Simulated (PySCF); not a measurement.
Compound: SiMe2(NHtBu)2, C₁₀H₂₆N₂Si.
Bonds: Si1–C2, Si1–C6, Si1–N10, Si1–N25, N10–C11, C11–C12, C11–C13, C11–C14, N25–C26, C26–C27, C26–C28, C26–C29. Hydrogens: H3, H4, H5 on C2; H7, H8, H9 on C6; H15 on N10; H16, H17, H18 on C12; H19, H20, H21 on C13; H22, H23, H24 on C14; H30 on N25; H31, H32, H33 on C27; H34, H35, H36 on C28; H37, H38, H39 on C29.

The closed-shell ground state was solved at several levels (PySCF, density fitting, gas phase, non-relativistic). One conformer (not necessarily the lowest) at the PBE0-D3(BJ)/def2-SVP geometry, without solvent, vibrations or thermal averaging.

```tsv
level	basis functions	total energy (Eh)	HOMO (eV)	LUMO (eV)	gap (eV)	dipole (D)
PBE0/def2-SVPD	472	-794.6477	-6.32	0.33	6.65	0.24
wB97X-D/pcSseg-1	358	-795.5668	-8.16	2.66	10.82	0.27
```

(1) What might PBE0/pcSseg-1 (358 basis functions) give for the same quantities?

(2) Over all these levels, which gives the widest orbital gap and which the narrowest?

(3) How far do the dipole and the HOMO energy spread over the levels?

## Answers

(1) Total energy -794.9911 Eh, HOMO -6.29 eV, LUMO 0.91 eV, gap 7.20 eV, dipole 0.26 D.

(2) wB97X-D/pcSseg-1 (range-separated hybrid) has the widest, 10.82 eV, and PBE0/def2-SVPD (global hybrid, 25 % exact exchange) the narrowest, 6.65 eV. Functional and basis both differ between the two, so the spread mixes both effects.

(3) The dipole runs from 0.24 to 0.27 D (mean 0.26 D) and the HOMO from -8.16 to -6.29 eV.

Note: wB97X-D ran without an empirical dispersion term, which enters the total energy and its gradient alone.
